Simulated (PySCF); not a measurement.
## Fractional electron number in Sr (strontium, neutral)

The 5s beta orbital of [Kr] 5s2 is emptied in steps (occupation f), with all orbitals relaxed, ending at [Kr] 5s1. Calculation: PySCF 2.14, in def2-SVP with the def2 core potential (28 electrons) (4s3p2d, 23 functions); a scalar-relativistic core potential. The exact energy is a straight line in f; departures are measured from the line between the end points of the same method.

```tsv
f	UHF (eV)	LDA (eV)	PBE (eV)	PBE0 (eV)	r2SCAN (eV)	LC-wPBE (eV)	BHandHLYP (eV)	BLYP (eV)
1	0.000	0.000	0.000	0.000	0.000	0.000	0.000	0.000
0.75	0.032	-0.420	-0.412	-0.296	-0.339	0.026	-0.221	-0.437
0.5	0.039	-0.561	-0.554	-0.396	-0.438	0.031	-0.301	-0.589
0.25	0.027	-0.421	-0.417	-0.296	-0.311	0.020	-0.231	-0.445
0	0.000	0.000	0.000	0.000	0.000	0.000	0.000	0.000
```

```
   method  E(f=0) − E(f=1) (eV)  −ε at f=1 (eV)  −ε at f=0.5 (eV)
      UHF                 4.741           4.925             4.729
      LDA                 5.858           3.630             5.854
      PBE                 5.696           3.518             5.678
     PBE0                 5.610           4.040             5.605
   r2SCAN                 5.420           3.581             5.497
  LC-wPBE                 5.423           5.574             5.405
BHandHLYP                 5.561           4.405             5.533
     BLYP                 5.673           3.364             5.652
```

Orbital energy along the path (eV):

```
   f     UHF     LDA     PBE    PBE0  r2SCAN  LC-wPBE  BHandHLYP    BLYP
   1  -4.925  -3.630  -3.518  -4.040  -3.581   -5.574     -4.405  -3.364
0.75  -4.816  -4.731  -4.584  -4.817  -4.544   -5.484     -4.955  -4.489
 0.5  -4.729  -5.854  -5.678  -5.605  -5.497   -5.405     -5.533  -5.652
0.25  -4.660  -6.980  -6.816  -6.414  -6.334   -5.361     -6.154  -6.852
   0  -4.605  -8.093  -7.643  -6.944  -6.774   -5.286     -6.786  -7.992
```

Reference removal energy between the ground levels: 5.695 eV (measured; NIST Atomic Spectra Database, ionization energies). UHF lacks correlation.
